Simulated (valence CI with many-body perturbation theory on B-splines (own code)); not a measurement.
Level structure of Dy⁵¹⁺

Level of theory: relativistic CI+MBPT: five valence electrons over a frozen Dirac-Fock core [Ne], a basis of 11 s, 11 p, 10 d, 8 f, 5 g, 2 h functions for each j, with the one-electron correlation potential Σ1, the two-electron term Σ2, the three-electron term Σ3, Breit, model QED; selected CI, second order for the rest, scaled by the run's own slope (own B-spline code, finite nucleus).

The last digits are not significant, and no measured levels were compared; by estimate large intervals hold to a few tenths of a per cent, small ones and those within an open d or f shell to about a per cent. Among the levels kept, up to 3200 cm⁻¹ of a level comes from second order outside the variational space, and about a tenth of that is noise between levels of different J, which matters for small intervals.

Levels 91 to 135 of 166, with energies above the lowest level, (3s^2 3p1/2^2 3p3/2) J=3/2. "Leading %" is the weight of the configuration and term that name the level; weights of strongly mixed levels are sums over their largest components and can fall short, so below about 35 % the name and the second component can differ from the true leading terms, or belong to a minority configuration. In the jj column 3d3/2^4 stands for four electrons in 3d with j = 3/2. Lifetimes count E1, E2, E3, M1 and M2 decay at the calculated energies, and are blank where another channel may lead or the interval is too uncertain; long ones can be off by a factor of two.

```tsv
No.	Configuration	Term	J	E (eV)	Leading %	Lifetime	g	Leading jj
91	3s3p³3d	²F°	5/2	778.70	28	647 fs	1.057	3s 3p1/2 3p3/2^2 3d3/2 (91 %)
92	3s3p³3d	⁴G°	11/2	787.40	96	6.44 ps	1.262	3s 3p1/2 3p3/2^2 3d5/2 (96 %)
93	3s3p³3d	²P°	1/2	790.31	33	494 fs	1.298	3s 3p1/2 3p3/2^2 3d3/2 (70 %)
94	3s3p³3d	⁴F°	9/2	790.35	53	3.63 ps	1.239	3s 3p1/2 3p3/2^2 3d5/2 (89 %)
95	3s3p³3d	⁴D°	3/2	790.96	25	651 fs	1.339	3s 3p1/2 3p3/2^2 3d3/2 (72 %)
96	3s3p⁴	²S	1/2	791.27	34	506 fs	1.794	3s 3p3/2^4 (93 %)
97	3s3p³3d	²P°	1/2	791.65	30	1.85 ps	1.044	3s 3p1/2 3p3/2^2 3d5/2 (80 %)
98	3s3p³3d	²F°	5/2	793.39	23	595 fs	1.053	3s 3p1/2 3p3/2^2 3d3/2 (62 %)
99	3s3p²3d²	⁴F	7/2	793.54	27	6.32 ps	1.236	3s 3p1/2^2 3d3/2 3d5/2 (93 %)
100	3s3p²3d²	⁴F	5/2	798.68	17	5.64 ps	1.196	3s 3p1/2^2 3d3/2 3d5/2 (91 %)
101	3s3p³3d	⁴D°	1/2	798.79	41	533 fs	0.700	3s 3p1/2 3p3/2^2 3d3/2 (78 %)
102	3s3p³3d	⁴D°	3/2	799.72	11	434 fs	1.060	3s 3p1/2 3p3/2^2 3d3/2 (60 %)
103	3s3p³3d	⁴D°	5/2	802.31	37	1.59 ps	1.300	3s 3p1/2 3p3/2^2 3d5/2 (79 %)
104	3s3p²3d²	⁶D	3/2	803.79	32	5.05 ps	1.627	3s 3p1/2^2 3d3/2 3d5/2 (95 %)
105	3s3p³3d	²D°	3/2	806.93	29	1.50 ps	1.198	3s 3p1/2 3p3/2^2 3d5/2 (89 %)
106	3s3p³3d	²F°	7/2	808.20	50	2.61 ps	1.126	3s 3p1/2 3p3/2^2 3d5/2 (85 %)
107	3s3p³3d	²P°	1/2	809.37	43	867 fs	1.156	3s 3p1/2 3p3/2^2 3d5/2 (55 %)
108	3s3p²3d²	⁴F	9/2	810.57	29	4.38 ps	1.221	3s 3p1/2^2 3d3/2 3d5/2 (90 %)
109	3s3p³3d	⁴D°	5/2	810.89	31	1.18 ps	1.297	3s 3p1/2 3p3/2^2 3d5/2 (79 %)
110	3s3p²3d²	²F	5/2	812.22	24	4.74 ps	1.118	3s 3p1/2^2 3d3/2 3d5/2 (93 %)
111	3s3p²3d²	²D	3/2	816.66	20	5.39 ps	1.056	3s 3p1/2^2 3d3/2 3d5/2 (88 %)
112	3s3p³3d	⁴D°	7/2	817.42	32	1.23 ps	1.214	3s 3p1/2 3p3/2^2 3d5/2 (82 %)
113	3s3p²3d²	²G	7/2	818.14	29	4.76 ps	0.926	3s 3p1/2^2 3d3/2 3d5/2 (95 %)
114	3s3p³3d	²P°	3/2	819.24	36	1.17 ps	1.306	3s 3p1/2 3p3/2^2 3d5/2 (76 %)
115	3s3p³3d	²G°	9/2	819.62	64	1.44 ps	1.126	3s 3p1/2 3p3/2^2 3d5/2 (77 %)
116	3s3p³3d	⁴D°	5/2	821.31	30	1.21 ps	1.160	3s 3p1/2 3p3/2^2 3d5/2 (85 %)
117	3s3p²3d²	²P	1/2	822.94	35	4.82 ps	1.145	3s 3p1/2^2 3d3/2 3d5/2 (89 %)
118	3s3p³3d	²F°	5/2	827.61	41	2.01 ps	1.092	3s 3p1/2 3p3/2^2 3d5/2 (86 %)
119	3s3p³3d	⁴D°	7/2	828.21	37	788 fs	1.243	3s 3p1/2 3p3/2^2 3d5/2 (95 %)
120	3s3p³3d	²F°	7/2	831.66	36	932 fs	1.157	3s 3p1/2 3p3/2^2 3d5/2 (75 %)
121	3s3p³3d	²P°	3/2	832.18	40	1.37 ps	1.058	3s 3p1/2 3p3/2^2 3d5/2 (81 %)
122	3s3p³3d	²D°	5/2	835.11	43	1.08 ps	1.189	3s 3p1/2 3p3/2^2 3d5/2 (84 %)
123	3s3p³3d	²S°	1/2	838.56	36	603 fs	0.915	3s 3p1/2 3p3/2^2 3d5/2 (48 %)
124	3s²3p3d²	²G°	7/2	838.88	25	420 fs	1.073	3s^2 3p3/2 3d3/2^2 (73 %)
125	3s²3p3d²	⁴D°	3/2	839.65	17	430 fs	1.025	3s^2 3p3/2 3d3/2^2 (40 %)
126	3s²3p3d²	⁴F°	5/2	840.91	27	335 fs	1.024	3s^2 3p3/2 3d3/2^2 (68 %)
127	3s²3p3d²	⁴D°	1/2	843.46	23	410 fs	0.620	3s^2 3p3/2 3d3/2^2 (44 %)
128	3s²3p3d²	⁴F°	3/2	846.73	13	402 fs	1.029	3s 3p1/2 3p3/2^2 3d5/2 (44 %)
129	3s3p³3d	²D°	5/2	850.33	32	634 fs	1.073	3s 3p1/2 3p3/2^2 3d5/2 (80 %)
130	3s3p³3d	²D°	3/2	852.45	27	743 fs	1.165	3s 3p1/2 3p3/2^2 3d5/2 (71 %)
131	3s3p²3d²	⁴F	9/2	856.34	25	3.67 ps	1.250	3s 3p1/2^2 3d5/2^2 (88 %)
132	3s²3p3d²	⁴P°	3/2	860.11	16	302 fs	1.388	3s^2 3p3/2 3d3/2^2 (68 %)
133	3s²3p3d²	⁴G°	9/2	864.17	45	579 fs	1.181	3s^2 3p3/2 3d3/2 3d5/2 (80 %)
134	3s3p²3d²	²D	5/2	866.59	18	3.01 ps	1.350	3s 3p1/2^2 3d5/2^2 (92 %)
135	3s²3p3d²	⁴G°	11/2	868.10	53	1.32 ps	1.182	3s^2 3p3/2 3d3/2 3d5/2 (84 %)
```

Where two levels of one J and parity lie close, their mixing, g and order are uncertain.
